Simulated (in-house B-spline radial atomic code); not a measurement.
A fraction x of an electron is removed from 3s in Ca+, starting from [Ar] 4s1 and keeping the highest spin. Computed with an all-electron radial atomic-structure program (B-spline basis): non-relativistic SCAN, spin-polarised, spherical fractional occupations, point nucleus.

```json
{"x": "0", "E(x) - E(0) (eV)": "0.0000", "3s down level (eV)": "-55.220"}
{"x": "0.1", "E(x) - E(0) (eV)": "5.5949", "3s down level (eV)": "-56.682"}
{"x": "0.18", "E(x) - E(0) (eV)": "?", "3s down level (eV)": "?"}
{"x": "0.49", "E(x) - E(0) (eV)": "28.8331", "3s down level (eV)": "-62.509"}
{"x": "0.5", "E(x) - E(0) (eV)": "?", "3s down level (eV)": "?"}
{"x": "0.52", "E(x) - E(0) (eV)": "30.7152", "3s down level (eV)": "-62.962"}
{"x": "0.85", "E(x) - E(0) (eV)": "52.3180", "3s down level (eV)": "-67.965"}
{"x": "0.9", "E(x) - E(0) (eV)": "55.7352", "3s down level (eV)": "-68.720"}
{"x": "1", "E(x) - E(0) (eV)": "62.6828", "3s down level (eV)": "-"}
```

Problem. What belongs in the row x = 0.18?

Solution. An energy change of 10.1768 eV; 3s down at -57.867 eV.

Problem. What belongs in the row x = 0.5?

Solution. An energy change of 29.4590 eV; 3s down at -62.660 eV.

Problem. Check Janak's theorem between x = 0.52 and 0.85.

Solution. The slope of the energy is 65.46 eV; the orbital levels give 65.46 eV (-ε of the emptying orbital, averaged over the two points).
